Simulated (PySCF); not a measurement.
# Orbital picture of SiPb

M06-2X at R = 2.595 Å; PySCF, scalar-relativistic core potentials, basis sets Si def2-SVP, Pb def2-SVP with ECP60. State: ³Σ⁻ (triplet), unpaired electrons π ↑↑. Only the outer orbitals are listed, counted within each symmetry, core potentials removing the inner ones.

```
spin  orbital  occ.  ε (eV)  on Si (%)   main shells (%)
   α       7σ     1  -16.21         28  69 Pb s, 24 Si s
   α       8σ     1  -12.24         68  67 Si s, 26 Pb s
   α       4π     1   -6.38         53  52 Si p, 45 Pb p
   α       4π     1   -6.38         53  52 Si p, 45 Pb p
   α       9σ     1   -6.37         53  47 Si p, 44 Pb p
   α       5π     0   -1.42         46  54 Pb p, 46 Si p
   α       5π     0   -1.42         46  54 Pb p, 46 Si p
   α      10σ     0    1.48         39  64 Pb p, 42 Si p
   β       7σ     1  -14.75         26  72 Pb s, 22 Si s
   β       8σ     1  -11.25         70  68 Si s, 24 Pb s
   β       9σ     1   -5.90         52  47 Si p, 45 Pb p
   β       4π     0   -2.82         31  69 Pb p, 30 Si p
   β       4π     0   -2.82         31  69 Pb p, 30 Si p
   β       5π     0   -0.62         68  68 Si p, 31 Pb p
```

Task: Which are the highest filled and the lowest empty level, where do they sit, and how wide is the gap?

Result: Highest filled β 9σ at -5.90 eV (in %: 47 Si p, 45 Pb p); lowest empty β 4π at -2.82 eV (in %: 69 Pb p, 30 Si p); the gap at M06-2X is 3.08 eV.

* bond order (Mayer): 1.93
* ⟨S²⟩: 2.004
* charge on Si (Mulliken, basis-dependent): -0.04
* charge on Si (Löwdin, basis-dependent): -0.03
* dipole moment (positive dipole means Si(−)Pb(+)): 1.36 D

Spin–orbit coupling is left out, which matters for elements this heavy, above all for dissociation energies. The state was picked by a PBE0 search and need not be the measured ground state.
